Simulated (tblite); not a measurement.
Record of a relaxation.

Compound: C7H11B.
Numbering: `[BH2:1][C@H:2]1[C@@H:3]2[CH:4]=[CH:5][C@H:6]1[CH2:7][CH2:8]2` (hydrogens: H9, H10 on B1; H11 on C2; H12 on C3; H13 on C4; H14 on C5; H15 on C6; H16, H17 on C7; H18, H19 on C8)

Computed with GFN2-xTB (tblite), gas phase: L-BFGS steps from a force-field or distance-geometry start until the largest atomic force falls under 0.01 eV/Å. 7 of its 63 geometries are shown.

Step 0: E = -592.8406 eV, largest atomic force 2.389 eV/Å
```
atom  x, y, z in Å  |  force x, y, z in eV/Å
B1      2.022   -1.045   -0.066   -0.453   0.498  -0.067
C2      1.050    0.258   -0.092    1.792  -1.563   0.226
C3     -0.051    0.266   -1.121   -0.686   0.747  -1.309
C4     -0.749    1.556   -0.720    0.289  -0.041   1.569
C5     -0.666    1.619    0.629   -0.101   0.379  -1.568
C6      0.074    0.389    1.078    0.212   0.638   1.244
C7     -0.882   -0.801    0.869   -0.141  -0.441   0.493
C8     -0.976   -0.882   -0.665   -0.368  -0.548  -0.361
H9      1.951   -1.856   -0.921    0.083   0.207   0.207
H10     2.812   -1.167    0.796   -0.161   0.039  -0.120
H11     1.722    1.141   -0.174   -0.477  -0.291   0.084
H12     0.259    0.234   -2.185   -0.221  -0.124   0.532
H13    -1.156    2.318   -1.353   -0.184  -0.171  -0.242
H14    -0.985    2.457    1.229   -0.122  -0.324   0.160
H15     0.528    0.480    2.094   -0.377  -0.237  -0.662
H16    -0.452   -1.737    1.306   -0.319   0.694  -0.299
H17    -1.874   -0.615    1.342    0.703  -0.145  -0.271
H18    -0.608   -1.870   -1.041   -0.311   0.809   0.245
H19    -2.028   -0.737   -1.014    0.841  -0.127   0.138
```

Step 10: E = -593.0856 eV, largest atomic force 0.081 eV/Å
```
atom  x, y, z in Å  |  force x, y, z in eV/Å
B1      2.012   -1.058   -0.064   -0.018   0.053  -0.012
C2      1.073    0.195   -0.091   -0.002   0.028  -0.021
C3     -0.059    0.290   -1.136    0.035  -0.010  -0.004
C4     -0.721    1.575   -0.710   -0.048  -0.060   0.016
C5     -0.632    1.647    0.613   -0.047  -0.048   0.004
C6      0.089    0.412    1.089    0.048  -0.011  -0.018
C7     -0.879   -0.774    0.869    0.037   0.038   0.015
C8     -0.983   -0.857   -0.664    0.035   0.037  -0.006
H9      1.981   -1.852   -0.922    0.053  -0.016   0.007
H10     2.789   -1.161    0.803   -0.025  -0.053   0.029
H11     1.712    1.087   -0.160    0.038  -0.070  -0.014
H12     0.224    0.221   -2.186    0.004   0.027   0.062
H13    -1.206    2.252   -1.389   -0.040   0.006   0.029
H14    -1.031    2.397    1.272   -0.030  -0.004  -0.017
H15     0.513    0.457    2.091   -0.001   0.017  -0.074
H16    -0.442   -1.683    1.286   -0.056   0.021  -0.004
H17    -1.846   -0.600    1.343    0.035   0.007   0.001
H18    -0.600   -1.809   -1.033   -0.056   0.027   0.010
H19    -2.005   -0.730   -1.021    0.037   0.010  -0.001
```

Step 21: E = -593.0973 eV, largest atomic force 0.058 eV/Å
```
atom  x, y, z in Å  |  force x, y, z in eV/Å
B1      2.013   -1.069   -0.061   -0.011   0.049  -0.014
C2      1.084    0.193   -0.102   -0.025   0.026   0.014
C3     -0.050    0.295   -1.140    0.008   0.032  -0.016
C4     -0.735    1.567   -0.707   -0.020  -0.020   0.000
C5     -0.640    1.638    0.614    0.004   0.004   0.004
C6      0.110    0.417    1.081   -0.002   0.025   0.014
C7     -0.869   -0.762    0.869    0.012   0.012   0.009
C8     -0.979   -0.846   -0.664    0.016   0.023  -0.028
H9      2.034   -1.847   -0.932    0.008   0.001  -0.029
H10     2.744   -1.200    0.843   -0.022  -0.028   0.046
H11     1.747    1.067   -0.179   -0.022  -0.011  -0.004
H12     0.232    0.239   -2.189   -0.013  -0.028   0.006
H13    -1.264    2.228   -1.371    0.033  -0.026   0.003
H14    -1.075    2.369    1.273    0.037  -0.025  -0.009
H15     0.541    0.472    2.078   -0.001  -0.022  -0.014
H16    -0.455   -1.679    1.288    0.014   0.002   0.007
H17    -1.831   -0.568    1.345   -0.003  -0.006   0.002
H18    -0.617   -1.805   -1.033    0.000   0.004   0.000
H19    -1.999   -0.701   -1.019   -0.011  -0.013   0.010
```

Step 31: E = -593.1029 eV, largest atomic force 0.074 eV/Å
```
atom  x, y, z in Å  |  force x, y, z in eV/Å
B1      2.008   -1.062   -0.059   -0.015  -0.036  -0.009
C2      1.086    0.202   -0.112   -0.036   0.000   0.045
C3     -0.053    0.293   -1.144   -0.006   0.050  -0.007
C4     -0.742    1.563   -0.709   -0.007  -0.009   0.011
C5     -0.638    1.638    0.613    0.022   0.015  -0.013
C6      0.122    0.422    1.075   -0.061   0.034   0.024
C7     -0.856   -0.759    0.872   -0.015  -0.005  -0.011
C8     -0.976   -0.848   -0.660    0.011   0.027  -0.021
H9      2.095   -1.788   -0.970    0.043  -0.007  -0.038
H10     2.633   -1.268    0.908    0.007  -0.003   0.004
H11     1.743    1.079   -0.200    0.007  -0.023  -0.007
H12     0.225    0.228   -2.193   -0.018   0.015  -0.023
H13    -1.278    2.215   -1.377    0.038  -0.021   0.048
H14    -1.065    2.367    1.280    0.019  -0.024  -0.056
H15     0.563    0.467    2.068   -0.013   0.037   0.005
H16    -0.441   -1.674    1.293    0.018  -0.006  -0.001
H17    -1.816   -0.562    1.347    0.002  -0.018   0.027
H18    -0.620   -1.807   -1.036    0.004   0.001   0.023
H19    -2.000   -0.698   -1.004    0.000  -0.029   0.000
```

Step 41: E = -593.1096 eV, largest atomic force 0.052 eV/Å
```
atom  x, y, z in Å  |  force x, y, z in eV/Å
B1      1.996   -1.071   -0.064    0.009  -0.012   0.002
C2      1.077    0.196   -0.113   -0.006   0.011   0.027
C3     -0.063    0.294   -1.146   -0.001   0.007   0.010
C4     -0.746    1.565   -0.712    0.002   0.005  -0.001
C5     -0.637    1.647    0.608    0.010   0.013  -0.007
C6      0.119    0.432    1.075   -0.036   0.001   0.006
C7     -0.849   -0.758    0.880   -0.014  -0.011  -0.014
C8     -0.978   -0.851   -0.653    0.000   0.004   0.001
H9      2.200   -1.709   -1.022    0.017   0.018   0.010
H10     2.509   -1.353    0.951    0.012  -0.023  -0.045
H11     1.750    1.059   -0.214    0.010   0.010  -0.011
H12     0.205    0.232   -2.198    0.012  -0.018   0.007
H13    -1.274    2.224   -1.377    0.005  -0.007  -0.002
H14    -1.050    2.390    1.266   -0.011  -0.010  -0.002
H15     0.560    0.491    2.068    0.004  -0.002  -0.006
H16    -0.410   -1.668    1.290    0.001   0.006   0.012
H17    -1.806   -0.584    1.371   -0.003   0.009  -0.013
H18    -0.609   -1.808   -1.021   -0.010   0.003   0.003
H19    -2.004   -0.719   -0.997   -0.001  -0.003   0.022
```

Step 52: E = -593.1126 eV, largest atomic force 0.054 eV/Å
```
atom  x, y, z in Å  |  force x, y, z in eV/Å
B1      1.999   -1.072   -0.076    0.016   0.037   0.005
C2      1.076    0.194   -0.102    0.012  -0.006   0.014
C3     -0.061    0.288   -1.141    0.019  -0.043   0.008
C4     -0.742    1.562   -0.718    0.005  -0.012  -0.006
C5     -0.641    1.649    0.602    0.024   0.007   0.009
C6      0.115    0.440    1.080   -0.008  -0.053   0.003
C7     -0.851   -0.753    0.891   -0.023  -0.026  -0.014
C8     -0.981   -0.852   -0.642   -0.008  -0.002   0.012
H9      2.280   -1.624   -1.067   -0.005  -0.004  -0.035
H10     2.461   -1.439    0.934   -0.008   0.006   0.010
H11     1.749    1.056   -0.216    0.013  -0.005   0.003
H12     0.212    0.212   -2.190    0.003   0.006   0.008
H13    -1.266    2.215   -1.391   -0.022   0.023  -0.017
H14    -1.062    2.391    1.255   -0.016   0.032   0.015
H15     0.551    0.502    2.075    0.005   0.014  -0.019
H16    -0.412   -1.658    1.311   -0.005   0.008  -0.017
H17    -1.810   -0.576    1.379    0.002   0.008  -0.009
H18    -0.620   -1.813   -1.012   -0.015   0.026   0.028
H19    -2.007   -0.712   -0.981    0.011  -0.016   0.003
```

Step 62: E = -593.1134 eV, largest atomic force 0.008 eV/Å
```
atom  x, y, z in Å  |  force x, y, z in eV/Å
B1      2.006   -1.068   -0.083    0.004  -0.002   0.001
C2      1.076    0.192   -0.097    0.001  -0.005   0.001
C3     -0.060    0.283   -1.137    0.002  -0.002   0.001
C4     -0.739    1.560   -0.719   -0.006  -0.003   0.001
C5     -0.639    1.650    0.601    0.002   0.001   0.000
C6      0.113    0.438    1.083    0.000  -0.005  -0.002
C7     -0.857   -0.752    0.894   -0.002  -0.002  -0.001
C8     -0.983   -0.853   -0.638    0.001  -0.001  -0.001
H9      2.295   -1.596   -1.085    0.003   0.002  -0.002
H10     2.457   -1.454    0.925    0.003   0.002   0.003
H11     1.750    1.054   -0.209   -0.004  -0.004  -0.004
H12     0.217    0.204   -2.186   -0.002   0.002   0.001
H13    -1.262    2.213   -1.395   -0.004   0.005   0.000
H14    -1.062    2.395    1.251    0.004   0.004   0.002
H15     0.548    0.505    2.077   -0.002  -0.003  -0.004
H16    -0.420   -1.658    1.312   -0.002   0.002   0.008
H17    -1.815   -0.571    1.380   -0.002   0.006  -0.002
H18    -0.625   -1.816   -1.000    0.004   0.003  -0.004
H19    -2.009   -0.714   -0.980    0.001  -0.001  -0.001
```

Task: Summarise the path.

Result: The energy falls by 26.33 kJ/mol from step 0 to step 62; nine tenths of that is first reached at step 11. It falls at every step. The largest force goes from 2.389 to 0.008 eV/Å. Among the bonds B1–C2 changes most, from 1.626 to 1.566 Å; the atoms move by 0.166 Å rms after alignment.

Task: Follow the three bonds and two angles with the largest change from start to end.

Result: 
| step | E above end (kJ/mol) | largest force (eV/Å) | B1–C2 (Å) | C2–C3 (Å) | C8–H18 (Å) | C3–C4–H13 (°) | C6–C5–H14 (°) |
| --- | --- | --- | --- | --- | --- | --- | --- |
| 0 | 26.33 | 2.389 | 1.626 | 1.506 | 1.120 | 128.5 | 127.9 |
| 3 | 7.35 | 0.340 | 1.566 | 1.550 | 1.092 | 126.4 | 125.8 |
| 5 | 4.75 | 0.179 | 1.564 | 1.539 | 1.089 | 125.6 | 125.1 |
| 8 | 3.02 | 0.154 | 1.563 | 1.540 | 1.090 | 124.1 | 123.8 |
| 11 | 2.52 | 0.106 | 1.568 | 1.543 | 1.090 | 123.8 | 123.7 |
| 13 | 2.21 | 0.076 | 1.567 | 1.541 | 1.088 | 123.8 | 123.8 |
| 16 | 1.86 | 0.099 | 1.567 | 1.540 | 1.089 | 123.9 | 123.8 |
| 19 | 1.65 | 0.053 | 1.569 | 1.541 | 1.089 | 124.2 | 123.9 |
| 22 | 1.51 | 0.052 | 1.568 | 1.540 | 1.089 | 124.4 | 124.2 |
| 24 | 1.43 | 0.060 | 1.568 | 1.540 | 1.089 | 124.3 | 124.1 |
| 27 | 1.26 | 0.053 | 1.567 | 1.541 | 1.089 | 124.0 | 123.8 |
| 30 | 1.09 | 0.066 | 1.566 | 1.540 | 1.089 | 124.0 | 123.8 |
| 32 | 0.93 | 0.075 | 1.565 | 1.539 | 1.090 | 123.9 | 123.7 |
| 35 | 0.68 | 0.066 | 1.567 | 1.541 | 1.090 | 123.8 | 123.7 |
| 38 | 0.44 | 0.063 | 1.566 | 1.542 | 1.089 | 124.1 | 124.0 |
| 40 | 0.39 | 0.049 | 1.566 | 1.542 | 1.090 | 124.2 | 124.1 |
| 43 | 0.31 | 0.034 | 1.566 | 1.542 | 1.090 | 124.2 | 124.1 |
| 46 | 0.24 | 0.030 | 1.567 | 1.543 | 1.089 | 124.3 | 124.1 |
| 49 | 0.18 | 0.046 | 1.568 | 1.543 | 1.090 | 124.1 | 124.0 |
| 51 | 0.12 | 0.055 | 1.568 | 1.543 | 1.091 | 124.0 | 124.0 |
| 54 | 0.03 | 0.025 | 1.566 | 1.543 | 1.090 | 124.1 | 124.0 |
| 57 | 0.02 | 0.014 | 1.566 | 1.543 | 1.090 | 124.1 | 124.1 |
| 59 | 0.01 | 0.015 | 1.566 | 1.543 | 1.090 | 124.0 | 124.1 |
| 62 | 0.00 | 0.008 | 1.566 | 1.543 | 1.090 | 124.0 | 124.1 |

What follows is the cost of the whole relaxation. The run took 0.66 s on Arm Neoverse N1, one thread, shared host.
